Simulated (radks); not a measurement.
The thulium ion Tm+ inside a hard spherical wall (all orbitals vanish at R), configuration held at [Xe] 4f13 6s1 and not refilled when levels cross. Method: scalar-relativistic Kohn-Sham, PBE, spin-unpolarised, spherical densities, point nucleus; computed with a radial shooting solver on a logarithmic mesh with Libxc functionals. Eigenvalues in eV, with the zero of energy where the potential of the charges vanishes at infinity; a dash marks a level that is unbound or too diffuse for the functional's potential to be trusted. A positive occupied level is held by the wall or, in an anion where self-interaction has pushed it up, behind a barrier. The pressure on the wall is -dE/dV.

| R (bohr) | E (hartree) | kinetic (hartree) | e(5s) | e(5p) | e(4f) | e(6s) | e(5d, empty) | e(6p, empty) | pressure (GPa) |
|---|---|---|---|---|---|---|---|---|---|
| free | -13567.2321 | 14748.791 | -60.108 | -33.620 | -9.749 | -9.166 | -6.564 | -5.505 | 0 |
| 20 | -13567.2321 | 14748.791 | -60.108 | -33.620 | -9.749 | -9.166 | -6.564 | -5.505 | < 0.0001 |
| 15 | -13567.2321 | 14748.791 | -60.108 | -33.620 | -9.749 | -9.166 | -6.564 | -5.504 | < 0.0001 |
| 6 | -13567.2008 | 14748.984 | -59.372 | -32.909 | -9.014 | -7.947 | -5.669 | -2.770 | 2.33 |
| 4 | -13566.8868 | 14750.360 | -56.595 | -30.285 | -5.961 | 0.718 | -1.309 | 10.895 | 68.0 |
| 3.5 | -13566.5276 | 14751.926 | -54.452 | -28.167 | -3.416 | 8.776 | 2.301 | 22.063 | 204 |
| 3 | -13565.6402 | 14755.767 | -50.245 | -23.711 | 1.736 | 25.378 | 9.485 | 43.425 | 725 |
| 2.5 | -13563.1277 | 14766.100 | -41.002 | -13.134 | 12.882 | 62.596 | 25.315 | 87.990 | 3140 |
